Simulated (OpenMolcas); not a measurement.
**4f⁶ along the 60-electron sequence**

```json
{
  "Program": "OpenMolcas",
  "Method": "MS-CASPT2, IPEA 0.25 Eh, imaginary shift 0.1 Eh",
  "Basis": "ANO-RCC-VTZP",
  "Scalar Hamiltonian": "DKH2, point nucleus",
  "Spin-orbit coupling": "RASSI with atomic mean-field integrals over the reference wave functions, term energies averaged over their components"
}
```

Active space for each ion: 6 electrons in 7 orbitals (4f); closed shells correlated by CASPT2: 5s 5p.

Computed levels in cm-1 above ⁷F₀:

| Level | Sm2+ | Eu3+ | Gd4+ |
| --- | --- | --- | --- |
| ⁷F₁ | 349 | 429 | 533 |
| ⁷F₂ | 956 | 1176 | 1449 |
| ⁷F₃ | 1727 | 2130 | 2600 |
| ⁷F₄ | 2600 | 3210 | 3900 |
| ⁷F₅ | 3520 | 4360 | 5280 |
| ⁷F₆ | 4460 | 5540 | 6690 |
| ⁵D₀(1) | 13510 | 17340 | 19830 |
| ⁵D₁(1) | 14820 | 19080 | 22010 |
| ⁵D₂(1) | 16820 | 21670 | 25180 |
| weight of ⁷F in the lowest level (%) | 92 | 93 | 92 |

Measured, with the error of the calculation in %. Measured levels: Sm2+ from Martin, Zalubas and Hagan, Atomic Energy Levels: The Rare-Earth Elements, NSRDS-NBS 60 (1978).

| Level | Sm2+ |
| --- | --- |
| ⁷F₁ | 293 (+18.8) |
| ⁷F₂ | 814 (+17.5) |
| ⁷F₃ | 1493 (+15.7) |
| ⁷F₄ | 2278 (+14.0) |
| ⁷F₅ | 3132 (+12.4) |
| ⁷F₆ | 4027 (+10.9) |

The fine-structure level ⁷F₆ changes by a factor of 1.5 from Sm2+ to Gd4+. Its fourth root runs 8.17, 8.63, 9.04, with steps per unit of Z of 0.46, 0.42; equal steps would mean a (Z - σ)^4 law with constant σ.

⁵D₀(1) changes by a factor of 1.47 over the same range, with steps per unit of Z of +3830, +2490 cm-1.

CASPT2 does not keep the components of a term degenerate, so their means are used; among the terms shown or strongly mixed into the levels shown the widest spread is 110 cm-1 (4f⁶ ⁷F, Sm2+). Blocks of more than 70 roots (2S+1 = 5 even, 3 even) ran without multistate coupling. High states are left out of the spin-orbit mixing, which shifts the levels that they would mix with. Measured partners are found by configuration, term and J. A level has none where our copy of the source lacks it or the pairing is in doubt (some pairs that miss far off the trend of their configuration count as doubtful), and it then counts in no deviation. Levels of configurations outside the active space are missing.

A number in round brackets counts repeated terms of one configuration in the order of the reference energies.
